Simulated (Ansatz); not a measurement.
Compare A (`[OH][SnH]1[CH2][S]1`) with its isomer B (`C[S][Sn][OH]`).

Program: Ansatz. Geometries: PBE0-D4/def2-TZVP. ΔE: electronic, gas phase. CCSD(T)/CBS adds triple-zeta CCSD(T) − MP2 to the extrapolated MP2 energy (def2 sets, frozen cores). DFT in def2-TZVPP. B3LYP here is the variant with VWN-RPA as its local correlation; programs differ in this. def2 core potentials past Kr. For Sn outer-core shells are correlated without core-valence functions, which leaves a few kJ/mol of doubt a bond. Each species was taken in one conformer, which may not be the lowest.

(1) Which is lower in electronic energy at CCSD(T)/CBS, and by how much? (Estimate.)

(2) Give E(B) − E(A) in kcal/mol with B2PLYP, ωB97M-V, CCSD/def2-TZVPP, CCSD(T)/def2-SVP, LDA (SPW92), B3LYP, PBE0-D4. (An estimate is asked.)

(3) Does the order hold for the free energy at 298.15 K (harmonic terms from PBE0-D4)? (An estimate is asked.)

Largest T1 diagnostic: 0.016.

## Answers

(1) Computed: B, by 42.9 kcal/mol.

(2) Ansatz gave: B2PLYP -48.0, ωB97M-V -45.3, CCSD/def2-TZVPP -43.6, CCSD(T)/def2-SVP -46.7, LDA (SPW92) -44.5, B3LYP -51.0, PBE0-D4 -45.6. None reverses the order clearly.

(3) Computed: Yes: G(B) − G(A) = -40.9 kcal/mol, for one conformer each.

From r2SCAN to r2SCAN0 (25 % exact exchange), in def2-TZVPP and without D4, E(B) − E(A) moves by +0.8 kcal/mol. Leaving LDA and LC-ωPBE aside and taking each functional with its dispersion term where it has one, the values, not all of them listed here, spread over 11.3 kcal/mol, from BLYP-D4 to PBE-QIDH. LDA lies +2.7 kcal/mol from PBE without D4.
